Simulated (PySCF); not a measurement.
methylsilylboronic acid (CH₇BO₂Si), SMILES OB(O)[SiH2]C.

The structure is a stationary point at r2SCAN-D4/def2-SVP. One conformer was computed; it need not be the lowest.

Two levels are set side by side: PBE/def2-TZVP (PySCF) and PBE0/def2-TZVP (PySCF). Same geometry, gas phase. Differences are taken from unrounded values.

```tsv
quantity	PBE0
orbital gap (eV)	7.93
highest occupied level (eV)	-7.98
lowest empty level (eV)	-0.05
dipole moment (D)	0.90
mean polarisability (bohr³)	62.2
```

Q: What does PBE give, and how far is it from PBE0? (The exact figures need the calculation; the answer reports its results.)

A: 
```csv
quantity,PBE,PBE minus PBE0
orbital gap (eV),5.73,-2.20
highest occupied level (eV),-6.69,1.29
lowest empty level (eV),-0.96,-0.90
dipole moment (D),0.91,0.01
mean polarisability (bohr³),65.1,3.0
```

Without exact exchange PBE keeps part of each electron's self-repulsion, which lifts occupied levels and narrows the gap. PBE's more diffuse valence density responds more strongly to a field. Differences between two approximate levels are no errors against the true value.

Rough cost on one machine, each run with all the roots and properties that it gave: PBE0 against PBE within a factor of 2.
